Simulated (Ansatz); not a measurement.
Cost against result

Saddle point of BH4ClO2, closed shell (BH₂ClO₂ ([OH][B]([OH])[Cl]) + H₂ → BH₃O₂ ([OH][BH][OH]) + HCl; bonds formed: B1–H6, Cl2–H5; bonds broken: B1–Cl2, H5–H6), PBE0-D4/def2-TZVP structure:

B1  (-0.117, 0.002, -0.215)
Cl2  (1.507, -0.183, 1.321)
O3  (0.367, 0.394, -1.415)
O4  (-1.179, 0.571, 0.415)
H5  (0.573, -1.148, 0.370)
H6  (-0.129, -1.354, -0.246)
H7  (0.208, 1.327, -1.586)
H8  (-1.230, 0.390, 1.356)
(Å)

Barriers are electronic and count from the start structure reached by relaxing down the imaginary mode.

Computed with Ansatz 0.2.0 (basis: as named in each row); correlated methods freeze the cores. B3LYP uses VWN-RPA correlation. Extrapolation: Hartree–Fock as exp(−7.88 √X), correlation as X^−2.97.

Times are rough, for one single point on 2 threads of a shared host (Arm Neoverse V2).

The estimate by CCSD(T) at an estimated basis limit (MP2 extrapolated from triple and quadruple zeta, plus CCSD(T) − MP2 in triple zeta) is 200.3 kJ/mol.

```tsv
method	basis	time (s)	barrier (kJ/mol)	method less estimate
HF	STO-3G	under 1	370.7	170.5
PBE-D4	STO-3G	under 1	263.4	63.1
SPW92	def2-SVP	under 1	121.5	-78.8
B3LYP-D4	6-31G	under 1	203.0	2.7
PBE0-D4	def2-SVP	under 1	168.5	-31.8
PBE-D4	def2-SVP	under 1	153.1	-47.2
SPW92	def2-TZVPP	1	129.2	-71.1
PBE-D4	def2-TZVPP	2	161.6	-38.6
BLYP-D4	def2-TZVPP	2	179.9	-20.4
BHLYP-D4	def2-TZVPP	2	206.1	5.8
CCSD(T)	def2-SVP	2	211.2	11.0
B3LYP-D4	def2-TZVPP	2	189.2	-11.0
PBE0-D4	def2-TZVPP	2	175.9	-24.4
CAM-B3LYP-D4	def2-TZVPP	3	194.4	-5.8
wB97M-V	def2-SVP	3	182.7	-17.6
RPA on PBE	def2-TZVPP	4	206.1	5.8
r2SCAN-D4	def2-TZVPP	4	174.2	-26.1
B2PLYP	def2-TZVPP	4	197.1	-3.2
r2SCAN0-D4	def2-TZVPP	4	183.6	-16.7
PBE-QIDH	def2-TZVPP	4	191.6	-8.7
wB97X-V	def2-TZVPP	6	197.8	-2.5
B97M-V	def2-TZVPP	8	188.8	-11.5
wB97M-V	def2-TZVPP	8	194.7	-5.5
MP2	def2-QZVPP	13	200.3	0.0
CCSD(T)	def2-TZVPP	53	203.6	3.3
```

All methods are single points on the PBE0-D4 structures.

No T1 diagnostic of these runs exceeds 0.013.

Labels in which every atom is bracketed show which atoms are joined, not bond orders.
